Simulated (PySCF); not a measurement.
PySCF job for GeHBr, SMILES [GeH][Br] (connectivity only; charge and spin as stated), neutral, multiplicity 1, IEF-PCM-PBE0/def2-SVP. Geometry: PBE0-D3(BJ)/def2-TZVP.

```python
import numpy as np
from pyscf import gto, scf, dft
from pyscf.solvent import pcm

mol = gto.M(
    atom='''
    Ge    0.05082257   -1.20168534    0.00000000
    H    -1.54251760   -1.32872640    0.00000000
    Br   -0.00239442    1.13664735    0.00000000
    ''',
    basis='def2-SVP',
    charge=0,
    spin=0,
    max_memory=1600,
    verbose=3,
)
mf = dft.RKS(mol, xc='pbe0').density_fit(auxbasis='def2-universal-jkfit')
mf.grids.level = 3
mf.conv_tol = 1e-9
mf.max_cycle = 100
mf.kernel()
res = {}
for name, eps in {'water': 78.355, 'N,N-dimethylformamide': 37.219, 'benzene': 2.2706}.items():
    s = mf.PCM()
    s.with_solvent.method, s.with_solvent.eps, s.with_solvent.lebedev_order = 'IEF-PCM', eps, 29
    s.kernel(mf.make_rdm1())
    res[name] = (s.e_tot, eps, s.dip_moment(), s.mo_energy, s.converged)
    print(f'{name}: electrostatic solvation free energy {(s.e_tot - mf.e_tot) * 627.509474:.3f} kcal/mol')
```

Program output:

```
converged SCF energy = -4650.63659175553

WARN: PCM is an experimental feature. It is still in testing.
Features and APIs may be changed in the future.

converged SCF energy = -4650.63997385332
Dipole moment(X, Y, Z, Debye): -0.04206, -2.29729,  0.00000
water: electrostatic solvation free energy -2.122 kcal/mol

WARN: PCM is an experimental feature. It is still in testing.
Features and APIs may be changed in the future.

converged SCF energy = -4650.6398921209
Dipole moment(X, Y, Z, Debye): -0.04231, -2.28141,  0.00000
N,N-dimethylformamide: electrostatic solvation free energy -2.071 kcal/mol

WARN: PCM is an experimental feature. It is still in testing.
Features and APIs may be changed in the future.

converged SCF energy = -4650.63806031819
Dipole moment(X, Y, Z, Debye): -0.04491, -1.92175, -0.00000
benzene: electrostatic solvation free energy -0.922 kcal/mol
```

Self-consistency was reached.

Cost: very roughly 17 core-seconds.
